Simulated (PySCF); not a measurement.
H₃Si₂, SMILES [SiH3][Si] (connectivity only; charge and spin as stated), neutral, multiplicity 2.

Geometry optimised at B3LYP-D3(BJ)/def2-TZVP. The isomer is the one that the SMILES or the coordinates give; other isomers of the formula were not compared.

Two levels are set side by side: PBE/def2-TZVPD (PySCF) and ωB97X/def2-TZVPD (PySCF). Same geometry, gas phase. Differences are taken from unrounded values.

| quantity | ωB97X |
|---|---|
| α-spin orbital gap (eV) | 6.56 |
| β-spin orbital gap (eV) | 7.79 |
| dipole moment (D) | 0.28 |
| mean polarisability (bohr³) | 68.5 |

What does PBE give, and how far is it from ωB97X? (An estimate is asked for; the answer gives what the named calculation found.)


```csv
quantity,PBE,PBE minus ωB97X
α-spin orbital gap (eV),0.36,-6.20
β-spin orbital gap (eV),1.80,-6.00
dipole moment (D),0.25,-0.03
mean polarisability (bohr³),72.5,4.0
```

PBE's more diffuse valence density responds more strongly to a field. Differences between two approximate levels are no errors against the true value.

Rough cost on one machine, each run with all the roots and properties that it gave: ωB97X against PBE within a factor of 2.
